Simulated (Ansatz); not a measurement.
Gas-phase electronic energies from Ansatz, PBE0-D4/def2-TZVP geometries. CCSD(T)/CBS adds triple-zeta CCSD(T) − MP2 to the extrapolated MP2 energy (def2 sets, frozen cores). This one scheme is used for every species. DFT in def2-TZVPP. B3LYP here is the variant with VWN-RPA as its local correlation; programs differ in this. One conformer a species, not always the lowest.

Reaction (ligand exchange at a B–O bond): trimethyl borate + H₂S → `COB(S)OC` + CH₃OH

`COB(OC)OC`:

Z-matrix (Å, degrees):
```
C
O 1 1.412
H 1 1.090 2 107.6
H 1 1.093 2 111.3 3 119.5
H 1 1.093 2 111.3 3 -119.6
B 2 1.363 1 120.2 3 179.8
O 6 1.363 2 120.0 1 0.0
O 6 1.363 2 120.0 1 -180.0
C 7 1.412 6 120.2 2 -180.0
C 8 1.412 6 120.2 2 -0.0
H 9 1.093 7 111.3 6 60.5
H 9 1.093 7 111.3 6 -60.4
H 9 1.090 7 107.6 6 -179.9
H 10 1.093 8 111.3 6 60.3
H 10 1.093 8 111.3 6 -60.6
H 10 1.090 8 107.6 6 179.9
```

H₂S:

Cartesian coordinates in Å:
```
S -0.099 0.570 0.221
H 0.947 -0.269 0.250
H -0.848 -0.301 -0.471
```

`COB(S)OC`:

Z-matrix (Å, degrees):
```
C
O 1 1.411
H 1 1.090 2 107.7
H 1 1.094 2 111.1 3 119.3
H 1 1.094 2 111.1 3 -119.3
B 2 1.357 1 122.1 3 179.9
O 6 1.355 2 120.1 1 180.0
S 6 1.830 2 121.0 1 0.0
C 7 1.416 6 120.0 2 0.0
H 8 1.341 6 94.2 2 180.0
H 9 1.090 7 107.3 6 -179.9
H 9 1.093 7 111.1 6 -60.3
H 9 1.093 7 111.1 6 60.6
```

CH₃OH:

Cartesian coordinates in Å:
```
C -0.218 0.259 0.110
O 0.140 -0.997 -0.417
H -1.307 0.298 0.132
H 0.140 1.090 -0.511
H 0.149 0.403 1.134
H 1.097 -1.054 -0.448
```

Q: Is it downhill or uphill in electronic energy at CCSD(T)/CBS, and by how much? (Estimate.)

A: Ansatz gave: Uphill: ΔE = +0.66 eV.

Q: What do these levels give: r2SCAN-D4, B3LYP-D4, ωB97X-V, B2PLYP, PBE, B3LYP, MP2/def2-TZVPP, SCS-MP2/def2-TZVPP, CCSD/def2-TZVPP, HF/def2-QZVPP, SCS-MP2/def2-QZVPP, HF/CBS(def2)? (Best estimate.)

A: Computed: r2SCAN-D4 0.64, B3LYP-D4 0.69, ωB97X-V 0.67, B2PLYP 0.68, PBE 0.55, B3LYP 0.70, MP2/def2-TZVPP 0.63, SCS-MP2/def2-TZVPP 0.67, CCSD/def2-TZVPP 0.72, HF/def2-QZVPP 0.85, SCS-MP2/def2-QZVPP 0.66, HF/CBS(def2) 0.85 eV.

Largest T1 diagnostic among the species: 0.012.

In def2-TZVPP, CCSD(T) changes the Hartree–Fock value by −0.16 eV (the triples alone add −0.04 eV) and MP2 by −0.22 eV. From PBE to PBE0 (25 % exact exchange), in def2-TZVPP and without D4, ΔE moves by +0.05 eV.
